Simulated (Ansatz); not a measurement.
Frontier orbitals of CH₇AlBInO, SMILES `C[BH][Al]([OH])[InH2]`.

Charge 0, multiplicity 1. Correlated methods include outer-core shells of In, which these sets cover unevenly. In takes the def2 core potential. All single points use the PBE0-D4/def2-TZVP geometry. It is one conformer, not always the lowest. Basis def2-TZVPP, Ansatz 0.2.0.

| functional | HOMO (eV) | LUMO (eV) |
| --- | --- | --- |
| ωB97X-V | -8.29 | -0.39 |

Question: Give HOMO and LUMO (eV) with LDA (SPW92), PBE, revPBE, BLYP, r2SCAN, B97M-V, PBE0, B3LYP, r2SCANh, r2SCAN0, HSE06 (plane-wave form), BHLYP, CAM-B3LYP, LC-ωPBE, ωB97M-V, HF. (Estimate.)

Answer: The calculation gave: 
```tsv
functional	HOMO	LUMO
LDA (SPW92)	-5.31	-3.37
PBE	-5.20	-3.12
revPBE	-5.15	-3.01
BLYP	-5.08	-2.98
r2SCAN	-5.39	-2.88
B97M-V	-5.40	-3.02
PBE0	-6.17	-2.30
B3LYP	-6.01	-2.50
r2SCANh	-5.75	-2.59
r2SCAN0	-6.30	-2.18
HSE06 (plane-wave form)	-5.79	-2.67
BHLYP	-7.05	-1.48
CAM-B3LYP	-7.36	-1.34
LC-ωPBE	-8.58	-0.26
ωB97M-V	-8.09	-0.64
HF	-8.37	0.40
```

B3LYP here is the variant with VWN-RPA as its local correlation; programs differ in this. LC-ωPBE has ω = 0.4 bohr⁻¹.
